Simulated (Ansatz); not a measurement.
C2H4OSi, SMILES `C=C[Si]O` (lower singlet; C–C–Si–O torsion 180°, C–Si–O–H torsion 0°) (charge 0, multiplicity 1). This singlet lies 1.73 eV below the relaxed triplet at the level B3LYP/cc-pVTZ // PBE0-D3(BJ)/def2-TZVP (Ansatz, a first-principles code).

These are B3LYP/cc-pVTZ // PBE0-D3(BJ)/def2-TZVP (Ansatz) values and carry that method's errors.

Ansatz 0.2 input:
```yaml
crystal:
  periodic: [false, false, false]
  atoms:
    - { symbol: C, position_ang: [-1.495651, 0.061783, -0.240444] }
    - { symbol: C, position_ang: [-0.23848, 0.221197, 0.18221] }
    - { symbol: Si, position_ang: [1.018677, -1.051633, -0.416675] }
    - { symbol: O, position_ang: [2.415279, -0.522406, 0.298574] }
    - { symbol: H, position_ang: [-1.760876, -0.766769, -0.896031] }
    - { symbol: H, position_ang: [-2.31065, 0.727287, 0.033181] }
    - { symbol: H, position_ang: [-0.019807, 1.066758, 0.838317] }
    - { symbol: H, position_ang: [2.39151, 0.263784, 0.851218] }
basis:
  gaussian: { orbitals: cc-pVTZ }
hamiltonian:
  xc: b3lyp
```

Output:

```
Functional definition: B3LYP
1019 factors; their error is unknown
mean field evaluation 1: about -12055.0028 eV, gradient 7.4e1 eV
mean field evaluation 2: about -12036.6394 eV, gradient 1.2e2 eV
mean field evaluation 4: about -12065.6554 eV, gradient 7.5e0 eV
mean field evaluation 8: about -12065.7834 eV, gradient 5.3e-2 eV
mean field evaluation 16: about -12065.7989 eV, gradient 1.7e-5 eV
mean field -12065.79889852 eV, -443.4099310283 hartree, gradient 1.7e-5 eV, S^2 0.000000; 0 other end points of the search recorded, 0 dependent functions left out
reference -12065.79913312 eV, -443.4099396499 hartree; 19, 19 occupied and 161, 161 virtual orbitals, 1019 factors
Total energy: -12065.79913312 eV, -443.4099396499 hartree
```
